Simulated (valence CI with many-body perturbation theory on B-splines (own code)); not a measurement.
# Pt XLVI: electric-dipole lines

Method: relativistic CI+MBPT: five valence electrons over a frozen Dirac-Fock core [Ar] 3d10, radial functions for each j: 11 s, 11 p, 10 d, 8 f, 5 g, 2 h, with the one-electron correlation potential Σ1, the two-electron term Σ2, the three-electron term Σ3, Breit, model QED; selected CI, second order for the rest, scaled by the run's own slope (own B-spline code, finite nucleus).

No measured spectrum was set against this ion. As an estimate, large intervals hold to a few tenths of a per cent, small ones and those within an open d or f shell to about a per cent. Among the levels kept, up to 2200 cm⁻¹ of a level comes from second order outside the variational space, and about a tenth of that is noise between levels of different J, which matters for small intervals.

Lines 101 to 150 of 562 in falling wavelength, among levels below 642.86 eV, chosen from the strongest by gf and those to the six lowest levels. Wavelengths and rates use the calculated energies. Electric multipoles are in the length gauge with retardation, E1 and E2 with the static RPA response of the core. Weak lines are less certain than strong ones. Lines between different terms over intervals too small for the method are left out, as are lines whose strength nearly cancels. Where a level lies close to another of its J and parity, the split of strength between their lines is uncertain. The highest levels of a list are the least certain.

Levels are named by their leading jj configuration (3d3/2^4 stands for four electrons in 3d with j = 3/2), which in mixed levels can hold well under half, so a name can repeat and another be missing. Letters in brackets count levels of one name in rising energy.

| λ vac (Å) | Upper | Lower | A (s⁻¹) | log gf | Branch % |
| --- | --- | --- | --- | --- | --- |
| 63.39 | (4s^2 4p1/2 4p3/2 4d5/2) J=5/2 [a] | (4s^2 4p1/2 4p3/2^2) J=5/2 | 8.83e+10 | -0.50 | 55.9 |
| 63.23 | (4s 4p1/2 4p3/2^2 4d3/2) J=5/2 [b] | (4s^2 4p1/2 4p3/2 4d5/2) J=3/2 [b] | 8.18e+10 | -0.53 | 9.0 |
| 62.96 | (4s 4p1/2^2 4d3/2 4d5/2) J=9/2 | (4s^2 4p1/2^2 4f7/2) J=7/2 | 4.46e+10 | -0.58 | 26.8 |
| 62.86 | (4s^2 4p3/2 4d3/2 4d5/2) J=5/2 [b] | (4s^2 4p3/2^2 4d3/2) J=3/2 [a] | 4.11e+10 | -0.84 | 2.4 |
| 62.80 | (4s^2 4p1/2 4p3/2 4f7/2) J=7/2 [a] | (4s^2 4p1/2 4p3/2 4d5/2) J=7/2 [a] | 4.15e+10 | -0.71 | 23.5 |
| 62.66 | (4s^2 4p1/2 4d3/2 4d5/2) J=5/2 [b] | (4s^2 4p1/2 4p3/2 4d3/2) J=3/2 [b] | 9.26e+10 | -0.49 | 4.2 |
| 62.56 | (4s^2 4p1/2 4d3/2 4d5/2) J=9/2 | (4s^2 4p1/2 4p3/2 4d3/2) J=7/2 | 9.96e+10 | -0.23 | 83.0 |
| 62.54 | (4s^2 4p1/2 4p3/2 4f7/2) J=9/2 [b] | (4s^2 4p1/2 4p3/2 4d5/2) J=9/2 | 7.34e+10 | -0.37 | 44.0 |
| 62.52 | (4s^2 4p3/2^2 4f7/2) J=9/2 | (4s^2 4p3/2^2 4d5/2) J=9/2 | 9.79e+10 | -0.24 | 76.7 |
| 62.44 | (4s^2 4p1/2 4p3/2 4d5/2) J=3/2 [a] | (4s^2 4p1/2 4p3/2^2) J=3/2 | 1.01e+11 | -0.63 | 86.1 |
| 62.41 | (4s 4p1/2^2 4d3/2 4d5/2) J=3/2 [b] | (4s 4p1/2^2 4p3/2 4d3/2) J=3/2 [b] | 1.01e+11 | -0.63 | 37.9 |
| 62.40 | (4s^2 4p1/2 4d3/2 4d5/2) J=7/2 [b] | (4s^2 4p1/2 4p3/2 4d3/2) J=5/2 [b] | 6.99e+10 | -0.49 | 3.7 |
| 62.34 | (4s^2 4p1/2 4p3/2 4f7/2) J=3/2 | (4s^2 4p1/2 4p3/2 4d5/2) J=1/2 | 2.01e+11 | -0.33 | 27.2 |
| 62.34 | (4s 4p1/2^2 4d3/2 4d5/2) J=5/2 [b] | (4s 4p1/2^2 4p3/2 4d3/2) J=3/2 [b] | 8.46e+10 | -0.53 | 26.6 |
| 62.27 | (4s 4p1/2^2 4p3/2 4f7/2) J=5/2 | (4s 4p1/2^2 4p3/2 4d5/2) J=5/2 [a] | 6.85e+10 | -0.62 | 14.0 |
| 62.26 | (4s 4p1/2 4p3/2^2 4d3/2) J=5/2 [c] | (4s^2 4p1/2 4p3/2 4d5/2) J=3/2 [b] | 9.56e+10 | -0.48 | 5.7 |
| 62.20 | (4s^2 4p3/2 4d5/2^2) J=7/2 | (4s^2 4p3/2^2 4d5/2) J=9/2 | 3.15e+10 | -0.83 | 6.4 |
| 62.19 | (4s^2 4p1/2 4p3/2 4f7/2) J=7/2 [b] | (4s^2 4p1/2 4p3/2 4d5/2) J=5/2 [a] | 6.50e+10 | -0.52 | 13.4 |
| 62.18 | (4s^2 4p1/2 4d3/2 4d5/2) J=5/2 [b] | (4s^2 4p1/2 4p3/2 4d3/2) J=5/2 [b] | 3.69e+10 | -0.89 | 1.7 |
| 62.14 | (4s 4p1/2^2 4p3/2 4f5/2) J=3/2 [b] | (4s 4p1/2^2 4p3/2 4d5/2) J=3/2 [a] | 8.89e+10 | -0.69 | 16.6 |
| 62.11 | (4s 4p1/2^2 4p3/2 4d5/2) J=5/2 [a] | (4s 4p1/2^2 4p3/2^2) J=5/2 | 1.53e+11 | -0.28 | 43.6 |
| 62.08 | (4s 4p1/2^2 4p3/2 4f5/2) J=3/2 [c] | (4s 4p1/2^2 4p3/2 4d5/2) J=3/2 [a] | 8.86e+10 | -0.69 | 18.9 |
| 62.03 | (4s 4p1/2 4p3/2^2 4d5/2) J=7/2 [a] | (4s^2 4p1/2 4p3/2 4d5/2) J=5/2 [b] | 7.73e+10 | -0.45 | 9.2 |
| 62.03 | (4s^2 4p3/2 4d3/2 4d5/2) J=5/2 [c] | (4s^2 4p3/2^2 4d3/2) J=3/2 [b] | 5.14e+10 | -0.75 | 3.1 |
| 61.98 | (4s^2 4p3/2^2 4f5/2) J=9/2 | (4s^2 4p3/2^2 4d3/2) J=7/2 | 7.83e+10 | -0.35 | 7.1 |
| 61.85 | (4s^2 4p1/2 4d3/2 4d5/2) J=7/2 [a] | (4s^2 4p1/2 4p3/2 4d3/2) J=5/2 [a] | 1.19e+11 | -0.26 | 62.7 |
| 61.74 | (4s 4p1/2^2 4d3/2 4d5/2) J=7/2 [a] | (4s 4p1/2^2 4p3/2 4d3/2) J=5/2 [a] | 1.32e+11 | -0.22 | 56.2 |
| 61.69 | (4s^2 4p1/2 4d3/2 4d5/2) J=3/2 [b] | (4s^2 4p1/2 4p3/2 4d3/2) J=1/2 [b] | 9.96e+10 | -0.64 | 5.1 |
| 61.66 | (4s^2 4p1/2^2 4d5/2) J=5/2 | (4s^2 4p1/2^2 4p3/2) J=3/2 | 2.10e+11 | -0.14 | 99.7 |
| 61.64 | (4s 4p1/2 4p3/2^2 4d3/2) J=1/2 [c] | (4s^2 4p1/2 4p3/2 4d5/2) J=3/2 [b] | 1.69e+11 | -0.72 | 17.5 |
| 61.60 | (4s^2 4p1/2 4d3/2 4d5/2) J=5/2 [a] | (4s^2 4p1/2 4p3/2 4d3/2) J=3/2 [a] | 9.06e+10 | -0.51 | 34.0 |
| 61.59 | (4s 4p1/2^2 4p3/2 4f7/2) J=9/2 [a] | (4s 4p1/2^2 4p3/2 4d5/2) J=9/2 | 5.66e+10 | -0.49 | 16.5 |
| 61.59 | (4s^2 4p1/2 4d5/2^2) J=7/2 [a] | (4s^2 4p1/2 4p3/2 4d5/2) J=7/2 [a] | 4.28e+10 | -0.71 | 15.9 |
| 61.54 | (4s^2 4p1/2 4p3/2 4d5/2) J=5/2 [a] | (4s^2 4p1/2 4p3/2^2) J=3/2 | 2.87e+10 | -1.01 | 18.1 |
| 61.51 | (4s 4p1/2^2 4p3/2 4f5/2) J=5/2 [b] | (4s 4p1/2^2 4p3/2 4d5/2) J=5/2 [a] | 9.77e+10 | -0.48 | 15.8 |
| 61.44 | (4s^2 4p1/2 4d3/2 4d5/2) J=5/2 [a] | (4s^2 4p1/2 4p3/2 4d3/2) J=5/2 [a] | 1.06e+11 | -0.44 | 39.7 |
| 61.40 | (4s 4p1/2^2 4d5/2^2) J=5/2 | (4s 4p1/2^2 4p3/2 4d5/2) J=3/2 [a] | 1.17e+11 | -0.40 | 17.4 |
| 61.35 | (4s^2 4p3/2 4d3/2 4d5/2) J=3/2 [b] | (4s^2 4p3/2^2 4d3/2) J=3/2 [b] | 8.83e+10 | -0.70 | 3.4 |
| 61.33 | (4s^2 4p1/2 4p3/2 4f7/2) J=11/2 | (4s^2 4p1/2 4p3/2 4d5/2) J=9/2 | 1.66e+11 | 0.05 | 99.8 |
| 61.32 | (4s^2 4p1/2 4p3/2 4f7/2) J=5/2 [a] | (4s^2 4p1/2 4p3/2 4d5/2) J=3/2 [a] | 1.42e+11 | -0.32 | 40.8 |
| 61.24 | (4s 4p1/2 4p3/2^2 4d5/2) J=3/2 [a] | (4s 4p1/2 4p3/2^3) J=3/2 [a] | 5.86e+10 | -0.88 | 4.6 |
| 61.20 | (4s^2 4p3/2 4d3/2 4d5/2) J=7/2 [c] | (4s^2 4p3/2^2 4d3/2) J=7/2 | 8.89e+10 | -0.40 | 7.0 |
| 61.18 | (4s^2 4p1/2^2 4f7/2) J=7/2 | (4s^2 4p1/2^2 4d5/2) J=5/2 | 1.34e+11 | -0.22 | 91.1 |
| 61.12 | (4s 4p1/2^2 4d3/2 4d5/2) J=5/2 [a] | (4s 4p1/2^2 4p3/2 4d3/2) J=3/2 [a] | 1.44e+11 | -0.31 | 54.9 |
| 61.08 | (4s 4p1/2^2 4p3/2 4d5/2) J=1/2 | (4s 4p1/2^2 4p3/2^2) J=1/2 | 3.54e+11 | -0.40 | 81.9 |
| 61.01 | (4s 4p1/2^2 4d3/2 4d5/2) J=5/2 [a] | (4s 4p1/2^2 4p3/2 4d3/2) J=5/2 [a] | 4.47e+10 | -0.82 | 17.0 |
| 61.00 | (4s^2 4p1/2 4d3/2 4d5/2) J=3/2 [a] | (4s^2 4p1/2 4p3/2 4d3/2) J=1/2 [a] | 5.86e+10 | -0.88 | 15.0 |
| 60.99 | (4s^2 4p1/2 4p3/2 4f7/2) J=9/2 [a] | (4s^2 4p1/2 4p3/2 4d5/2) J=7/2 [a] | 1.06e+11 | -0.23 | 63.5 |
| 60.95 | (4s^2 4p1/2 4d3/2 4d5/2) J=1/2 | (4s^2 4p1/2 4p3/2 4d3/2) J=1/2 [a] | 1.57e+11 | -0.76 | 69.7 |
| 60.93 | (4s^2 4p1/2 4d3/2 4d5/2) J=3/2 [a] | (4s^2 4p1/2 4p3/2 4d3/2) J=3/2 [a] | 1.25e+11 | -0.55 | 32.0 |

Q: How does gf follow from A for the line at 62.11 Å?

A: gf = 1.4992 × (2J+1)_upper × A / σ², with σ = 1610173 cm⁻¹ and 2J+1 = 6: gf = 0.531.
